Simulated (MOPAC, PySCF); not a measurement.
AlI3, SMILES `[I][Al]([I])[I]`, neutral singlet in the gas phase. 

Cartesian coordinates (Å):
```xyz
4

I     -2.0772    -1.3240    -0.0079
Al     0.0000     0.0000     0.0000
I     -0.1081     2.4609     0.0004
I      2.1852    -1.1369     0.0075
```
Charge 0, spin multiplicity 1.

All levels are single points at this geometry (B3LYP-D3(BJ)/def2-TZVP); Pople sets use spherical d functions. Orbital energies aren't observables, and empty levels follow the basis.

```json
[
 {"level": "ωB97X-D3(BJ)/def2-TZVP in PySCF", "HOMO (eV)": "-10.00", "LUMO (eV)": "-0.09", "gap (eV)": "9.91", "dipole (D)": "0.00", "vertical IE, Delta-SCF (eV)": "10.02"},
 {"level": "B3LYP/6-311+G** (LANL2DZ on I) in PySCF", "HOMO (eV)": "-7.60", "LUMO (eV)": "-2.32", "gap (eV)": "5.28", "dipole (D)": "0.00", "vertical IE, Delta-SCF (eV)": "–"},
 {"level": "BP86/6-31G* (LANL2DZ on I) in PySCF", "HOMO (eV)": "-6.87", "LUMO (eV)": "-2.97", "gap (eV)": "3.90", "dipole (D)": "0.00", "vertical IE, Delta-SCF (eV)": "–"},
 {"level": "PBE/6-31G* (LANL2DZ on I) in PySCF", "HOMO (eV)": "-6.76", "LUMO (eV)": "-2.86", "gap (eV)": "3.90", "dipole (D)": "0.00", "vertical IE, Delta-SCF (eV)": "9.18"},
 {"level": "PM3 in MOPAC", "HOMO (eV)": "-9.80", "LUMO (eV)": "-5.01", "gap (eV)": "4.79", "dipole (D)": "0.00", "vertical IE, Delta-SCF (eV)": "–"},
 {"level": "PM7 in MOPAC", "HOMO (eV)": "-9.32", "LUMO (eV)": "-2.38", "gap (eV)": "6.94", "dipole (D)": "0.00", "vertical IE, Delta-SCF (eV)": "–"}
]
```
